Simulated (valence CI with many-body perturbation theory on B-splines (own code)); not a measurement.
# Gd LII in brief

Method: relativistic CI+MBPT: three valence electrons over a frozen Dirac-Fock core [Ne], a basis of 9 s, 9 p, 8 d, 6 f, 3 g, 1 h functions for each j, with the one-electron correlation potential Σ1 (screened to all orders), the two-electron term Σ2, the three-electron term Σ3, Breit, model QED; selected single and double excitations, second order for the rest, scaled by the run's own slope (own B-spline code, finite nucleus).

No measured spectrum was set against this ion. As an estimate, large intervals hold to a few tenths of a per cent, small ones and those within an open d or f shell to about a per cent.

Levels are named by their leading jj configuration (3d3/2^4 stands for four electrons in 3d with j = 3/2), which in mixed levels can hold well under half, so a name can repeat and another be missing.

Rates and lifetimes use the calculated energies. Strong lines usually hold to 10 to 20 %, long lifetimes can be off by a factor of two.

What is the ground level?

(3s^2 3p1/2) J=1/2, composition 99 % 3s²3p ²P°, g = 0.653.

What is the ionisation energy?

4694.7 eV; NIST lists 4693 ± 4 eV (theoretical).

What are the static dipole polarisabilities of the lowest levels?

(3s^2 3p1/2) J=1/2 0.00570 bohr³, of which the core gives 8.69e-05.

How well does LS coupling describe the low levels?

Among the lowest 20 levels the leading LS term, summed over configurations, holds 66 % on average. For single configurations the figures are 64 % in LS and 93 % in jj coupling. Terms mix most in the J = 5/2 level at 523.86 eV, where the leading one holds 38 %.

Name the longest-lived excited levels whose lifetime is computed, and their main decay.

(3s 3p3/2 3d5/2) J=9/2 at 690.20 eV lives 38.5 ns, mostly by M1 to (3s 3p1/2 3d5/2) J=7/2; (3s^2 3p3/2) J=3/2 at 182.95 eV lives 25.9 ns, mostly by M1 to (3s^2 3p1/2) J=1/2.

Where does the other parity begin?

At (3s 3p1/2^2) J=1/2, 132.67 eV.

Among levels below 717.81 eV, which E1 lines absorb most strongly from the ground level?

to (3s^2 3d3/2) J=3/2 at 3.294 nm, f = 0.393; to (3s 3p1/2 3p3/2) J=1/2 at 3.720 nm, f = 0.189; to (3s 3p1/2 3p3/2) J=3/2 at 3.817 nm, f = 0.117.
